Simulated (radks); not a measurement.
Q: Isoelectronic series with 7 electrons, all held in the configuration [He] 2s2 2p3, which need not be the ground one along the series. Calculated with a radial shooting solver on a logarithmic mesh with Libxc functionals: Dirac Kohn-Sham, PBE, spin-unpolarised, spherical densities, point nucleus; open shells fill j = l - 1/2 first. Total energies (hartree) and mean radii <r> (bohr):

| ion | E (hartree) | 2p3/2 | 2p1/2 |
|---|---|---|---|
| N | -54.45374 | 1.485 | 1.483 |
| V16+ | -768.99814 | 0.2523 | 0.2500 |
| Ga24+ | -1448.86415 | 0.1792 | 0.1761 |
| Ag40+ | -3493.12822 | 0.1131 | 0.1085 |
| Cs48+ | -4883.2492 | 0.09524 | 0.08987 |
| Eu56+ | -6543.3568 | 0.08213 | 0.07593 |
| Lu64+ | -8499.7988 | 0.07206 | 0.06499 |

Estimate the row of P8+.

A: E (hartree) -305.87262; 2p3/2 0.4261; 2p1/2 0.4244.
